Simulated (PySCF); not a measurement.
Protons, H atoms and electrons added to or taken from N=C=O. Isolated molecules, 0 K electronic values unless said otherwise. One relaxed conformer stands for each flexible species; it need not be the lowest. Strings in code marks are SMILES.

Quantity: electronic energy of isomers of CH2NO (charge +1) relative to `[NH2+]=C=O`, in kJ/mol.

Case: `N=C=[OH+]` (not the most basic site). Geometry of `N=C=[OH+]` (charge +1, multiplicity 1, Å):

```xyz
5

N      1.0799     0.0983     0.0821
C     -0.0296    -0.0259    -0.1315
O     -1.2129    -0.1765    -0.4695
H      2.0657     0.2099     0.2775
H     -1.8914    -0.1152     0.2363
```

### Question
Give the electronic energy of isomers of CH2NO (charge +1) relative to `[NH2+]=C=O` at the level PBE-D3(BJ)/def2-TZVP // M06-2X/def2-TZVP (PySCF).

### Answer
74.3 kJ/mol.
